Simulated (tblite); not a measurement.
Compound: C4H11P2Si (doublet state).
Structure used (GFN2-xTB), in Å, numbered top down from 1:
```
atom  x, y, z in Å
C1     2.670    1.036   -0.365
C2     1.417    0.710   -0.129
C3     0.892   -0.149    0.972
C4     0.163   -1.358    0.386
Si5   -1.064   -0.678   -0.914
P6    -0.020    1.248   -1.342
P7    -3.056   -0.339    0.076
H8     3.481    0.728    0.280
H9     2.937    1.645   -1.214
H10    0.186    0.437    1.572
H11    1.712   -0.463    1.625
H12   -0.329   -1.921    1.179
H13    0.886   -2.019   -0.090
H14   -1.072   -1.501   -2.133
H15   -0.583    2.041   -0.346
H16   -1.034    1.811   -2.311
H17   -3.592   -1.550   -0.319
H18   -3.602    0.330   -1.004
```

Computed with GFN2-xTB (tblite): harmonic, unscaled wavenumbers at the GFN2-xTB geometry, gas phase. Errors from tens to a few hundred cm⁻¹ against measured bands are possible. Modes of hydrogen on phosphorus and silicon can be 10 to 20 % off. One conformer, not necessarily the lowest. Open shells enter through the occupations alone, without spin polarisation, and single modes of such species can be off by tens of per cent.

Harmonic wavenumbers (cm⁻¹): 30.9, 86.2, 96.2, 101.3, 183.3, 235.5, 290.9, 325.2, 426.2, 429.5, 464.6, 508.0, 532.5, 578.9, 580.2, 643.3, 651.4, 669.7, 685.2, 696.9, 721.6, 777.1, 891.2, 899.8, 932.0, 1032.2, 1085.6, 1114.4, 1136.7, 1169.5, 1171.7, 1263.2, 1294.5, 1391.3, 1460.3, 1471.2, 1493.7, 1704.4, 2176.6, 2286.8, 2311.2, 2390.6, 2919.1, 2940.0, 2984.7, 2996.0, 3052.3, 3092.8.

A = 2664, B = 931.3, C = 788.6 MHz; mass 149.011 u (most abundant isotopes); point group C1, symmetry number 1; spin multiplicity 2.

Problem. Zero-point energy?

Solution. Half the sum of the wavenumbers: 28188 cm⁻¹ = 337.21 kJ/mol.

Problem. What is S at 298.15 K and 1 bar for an ideal gas of classical rigid rotors and harmonic oscillators?

Solution. Translation 171.26, rotation 123.37, vibration 130.36, spin (R ln 2) 5.76: S = 430.8 J/(mol K).

Problem. And Cp and H(298.15 K) − H(0)?

Solution. Cp = 172.34 J/(mol K), of which vibrations give 139.08 (their classical limit is 48 R = 399.1); H(298.15 K) − H(0) = 30.34 kJ/mol without the zero-point energy, 20.42 from vibrations.

Problem. How do the functions run with temperature in this model?

Solution. 
```tsv
T (K)	S (J/(mol K))	Cp (J/(mol K))	H − H(0) (kJ/mol)	G − H(0) (kJ/mol)	ln q(vib)
100	303.5	78.0	5.56	-24.79	2.06
200	371.7	125.5	15.67	-58.67	4.75
300	431.8	173.2	30.65	-98.89	7.49
500	538.5	245.6	73.05	-196.22	13.00
800	669.6	311.2	157.48	-378.20	20.78
1000	742.2	339.1	222.66	-519.55	25.52
```

q(vib) and H(0) count from the zero-point level.

Problem. Blend soft modes into free rotors: weight 1/[1 + (100 cm⁻¹/ν̃)⁴] for the oscillator and the rest for a rotor with moment μB/(μ + B), μ = h/(8π²ν), B = 10⁻⁴⁴ kg m². What vibrational entropy results?

Solution. 118.55 J/(mol K) in place of 130.36, which changes −T·S at 298.15 K by +3.52 kJ/mol.

Hindered rotation and anharmonicity are outside this model. Other conformers, if any are populated, would add a mixing term that is left out. The structure is chiral; the term R ln 2 for an equal mix with its mirror image is left out.
